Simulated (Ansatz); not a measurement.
CH4Si, SMILES `C=[SiH2]` (excited triplet) (charge 0, multiplicity 3). This triplet is an excited state, 1.67 eV above the relaxed singlet at the level composite: frozen-core CCSD(T) with HF/cc-pVQZ and the correlation energy extrapolated as X^-3 from cc-pVTZ and cc-pVQZ, plus CCSDT(Q) minus CCSD(T) in cc-pVDZ // B3LYP-D3(BJ)/def2-TZVP (Ansatz, a program for electronic structure).

The numbers are results of frozen-core CCSDT(Q)/cc-pVDZ // B3LYP-D3(BJ)/def2-TZVP in Ansatz, not measurements.

Ansatz 0.2 input:
```yaml
crystal:
  periodic: [false, false, false]
  atoms:
    - { symbol: C, position_ang: [-0.937439, 0.031239, -0.025572] }
    - { symbol: Si, position_ang: [0.868281, 0.127471, -0.390385] }
    - { symbol: H, position_ang: [-1.318481, -0.297967, 0.937736] }
    - { symbol: H, position_ang: [-1.702822, 0.294889, -0.745953] }
    - { symbol: H, position_ang: [1.565687, 1.076279, 0.522711] }
    - { symbol: H, position_ang: [1.526793, -1.203859, -0.270871] }
basis:
  gaussian: { orbitals: cc-pVDZ }
correlation:
  method: ccsdt_q
magnetization:
  spin_polarized: true
  initial_magnetization: 2
```

Output:

```
Functional definition: HF
989 factors; integrals over basis functions are off by at most 1.6e-7 eV
mean field evaluation 1: about -8952.1332 eV, gradient 1.2e1 eV
mean field evaluation 2: about -8952.1716 eV, gradient 1.2e1 eV
mean field evaluation 4: about -8953.6646 eV, gradient 1.8e0 eV
mean field evaluation 8: about -8953.7108 eV, gradient 1.9e-1 eV
mean field evaluation 16: about -8952.1322 eV, gradient 1.2e1 eV
mean field -8953.71178047 eV, -329.0428388884 hartree, gradient 2.2e-6 eV, S^2 2.011054; 0 other end points of the search recorded, 0 dependent functions left out
6 core orbitals not correlated
reference -8953.71178047 eV, -329.0428388884 hartree; 7, 5 occupied and 39, 41 virtual orbitals, 989 factors
second order -5.48337936 eV of doubles, -0.00000000 eV of singles
cycle   1  -6.26005395 eV  change   -7.8e-1 eV  update   7.0e-2
cycle   2  -6.67351439 eV  change   -4.1e-1 eV  update   2.9e-2
cycle   3  -6.73321466 eV  change   -6.0e-2 eV  update   1.3e-2
cycle   4  -6.73134646 eV  change    1.9e-3 eV  update   6.1e-3
cycle   5  -6.73401554 eV  change   -2.7e-3 eV  update   2.7e-3
cycle   6  -6.73367920 eV  change    3.4e-4 eV  update   1.2e-3
cycle   7  -6.73384266 eV  change   -1.6e-4 eV  update   5.1e-4
cycle   8  -6.73431140 eV  change   -4.7e-4 eV  update   2.4e-4
cycle   9  -6.73429704 eV  change    1.4e-5 eV  update   1.0e-4
cycle  10  -6.73418923 eV  change    1.1e-4 eV  update   5.2e-5
cycle  11  -6.73419396 eV  change   -4.7e-6 eV  update   2.3e-5
cycle  12  -6.73420946 eV  change   -1.6e-5 eV  update   9.6e-6
cycle  13  -6.73422322 eV  change   -1.4e-5 eV  update   3.9e-6
cycle  14  -6.73422532 eV  change   -2.1e-6 eV  update   1.7e-6
cycle  15  -6.73422355 eV  change    1.8e-6 eV  update   7.5e-7
cycle  16  -6.73422299 eV  change    5.6e-7 eV  update   3.4e-7
perturbative correction -0.00734983 eV, -0.0002701011 hartree
Total energy: -8960.45335328 eV, -329.2905871196 hartree
```
